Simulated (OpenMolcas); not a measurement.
## B: thermal populations, the spin-orbit constant, worked from levels

| Item | Value |
| --- | --- |
| Program | OpenMolcas |
| Basis | ANO-R1 [3s2p1d] |
| Scalar Hamiltonian | X2C, finite nucleus |
| Active space | 3 electrons in 4 orbitals (2s 2p) |
| State averaging | 2S+1 = 4 odd, 1 root (0 in the spin-orbit step); 2S+1 = 2 odd, 3 roots; 2S+1 = 4 even, 3 roots; 2S+1 = 2 even, 5 roots |
| Spin-orbit coupling | state interaction with AMFI integrals over the reference wave functions, term energies averaged over their components |

Methods: CASSCF; SS-CASPT2, IPEA 0.25 Eh, imaginary shift 0.1 Eh (closed shells correlated: 1s). Measured levels: NIST Handbook of Basic Atomic Spectroscopic Data.

**Thermal populations.** Z = Σ (2J + 1) exp(-E/kT) with k = 0.695035 cm-1/K, over the levels below. No other level of either list lies under 40000 cm-1, which is above 7 kT at each temperature.

```tsv
Level	2J + 1	SS-CASPT2	measured
2s2 2p 2P* 1/2	2	0.0	0.0
2s2 2p 2P* 3/2	4	14.2	15.3
2s 2p2 4P 1/2	2	26769	28870
2s 2p2 4P 3/2	4	26774	28875
2s 2p2 4P 5/2	6	26782	28881
```

```json
{"T (K)": "3000", "Z, SS-CASPT2": "5.973", "Z, measured levels": "5.971", "Ground level (%), SS-CASPT2": "33.5", "Ground level (%), measured levels": "33.5"}
{"T (K)": "5000", "Z, SS-CASPT2": "5.989", "Z, measured levels": "5.985", "Ground level (%), SS-CASPT2": "33.4", "Ground level (%), measured levels": "33.4"}
{"T (K)": "8000", "Z, SS-CASPT2": "6.087", "Z, measured levels": "6.056", "Ground level (%), SS-CASPT2": "32.9", "Ground level (%), measured levels": "33.0"}
```

At 8000 K, kT = 5560 cm-1, and the computed levels give Z = 2.000 + 3.990 + 0.016 + 0.032 + 0.049 = 6.087.

**The spin-orbit constant.** For the Hund term 2P* of p1, E(J) = (A/2) J(J+1) + constant and ζ = 2S·A = A. From J = 1/2 to J = 3/2 the energy changes by 1.5 A.

```tsv
Source	E(3/2) - E(1/2)	A	ζ
CASSCF	14.2	9.5	9
SS-CASPT2	14.2	9.5	9
measured	15.3	10.2	10
```

All in cm-1. SS-CASPT2 is off by -7.2 % and CASSCF by -7.2 %. Both methods take the spin-orbit matrix elements from the reference wave functions, so the second can move ζ only through the term energies and any multistate remixing.

Without dynamic correlation excited terms often stand tens of per cent too high (terms of higher spin than the ground term too low), and those without a measured partner can miss by more than the paired ones (holds for CASSCF). Computed and measured levels are paired by configuration, term and J; levels that our copy of the source lacks, or whose pairing is in doubt (as where it misses far off the trend of its configuration), stay unpaired and out of the deviations. Levels of configurations outside the active space are missing.

* marks odd parity.
